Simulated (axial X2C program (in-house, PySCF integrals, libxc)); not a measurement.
**Curves of AgCl from open-shell CI on d9 s1 p(π)0**

Computed with an in-house all-electron X2C program for linear molecules (integrals from PySCF): two-component X2C with atomic mean-field Coulomb and Gaunt terms, basis Ag dyall-v3z, Cl dyall-av3z (cores contracted in-house). Orbitals come from Hartree–Fock averaged over the configuration Ag d9 s1 p(π)0; CI then distributes these electrons over the d, s, p(π) shells of Ag.

Scan along the bond; masses Ag 106.905 u, Cl 34.969 u. Energies in cm⁻¹ from the lowest point; levels are followed by energy order within each Ω. Lowest level at 2.373 Å: 97% d10.

```
R (Å)  (1)Ω=0  (2)Ω=0  (1)Ω=1  (1)Ω=2  (3)Ω=0  (2)Ω=1  (4)Ω=0  (1)Ω=3  (2)Ω=2
2.207     946   15283   15376   19425   19676   20307   22020   23312   24213
2.290     151   14628   14731   18452   18779   19352   21145   21770   22710
2.373       0   14742   14857   18242   18667   19161   21026   21121   22098
2.468     380   15528   15654   18668   19213   19609   21550   21156   22173
2.563    1160   16775   16912   19583   20242   20546   22555   21762   22816
2.670    2348   18515   18662   20987   21763   21977   24054   22886   23980
2.800    4033   20872   21029   22994   23891   24017   26166   24622   25760
```

Question: Fit the curves (1)Ω=0, (2)Ω=0, (1)Ω=1, (1)Ω=2, (3)Ω=0, (2)Ω=1, (4)Ω=0, (1)Ω=3, (2)Ω=2 near their minima.

Answer: From the open-shell CI curves, Te from the lowest:

```csv
level,Te (cm⁻¹),Re (Å),ωe (cm⁻¹)
(1)Ω=0,0,2.355,300.8
(2)Ω=0,14604,2.316,356.8
(1)Ω=1,14711,2.315,357.7
(1)Ω=2,18245,2.359,328.0
(3)Ω=0,18644,2.345,339.9
(2)Ω=1,19160,2.356,329.8
(4)Ω=0,21007,2.346,334.5
(1)Ω=3,21062,2.414,316.5
(2)Ω=2,22055,2.409,319.5
```

Without dynamic correlation distances can be off by several hundredths of an Å (long for ionic bonds, short for multiple bonds) and the wavenumbers are rough.

The 9 lowest curves are shown; the next is (5)Ω=0, from 22390 cm⁻¹.

Dynamic correlation is missing, so gaps between terms are too wide and other configurations may lie lower; the lowest level listed is that of this model, not necessarily the ground state. The lowest levels belong to d10, not to the averaged configuration, so orbitals and distance suit them less well. For d shells the ligand-field splittings (σ, π, δ) and their order can be off by a thousand cm⁻¹ or more. At most 4 roots were kept for each Ω > 0 (twice that for Ω = 0) within 3.2 eV of the lowest, so higher up levels can be missing between those listed; levels with Ω > 0 are doubly degenerate and listed once, Ω = 0 levels singly. Some active spinors are only partly of the character that their shell is named for, so the shell names and counts are nominal. States that fill the shells left empty in the average are placed too high.
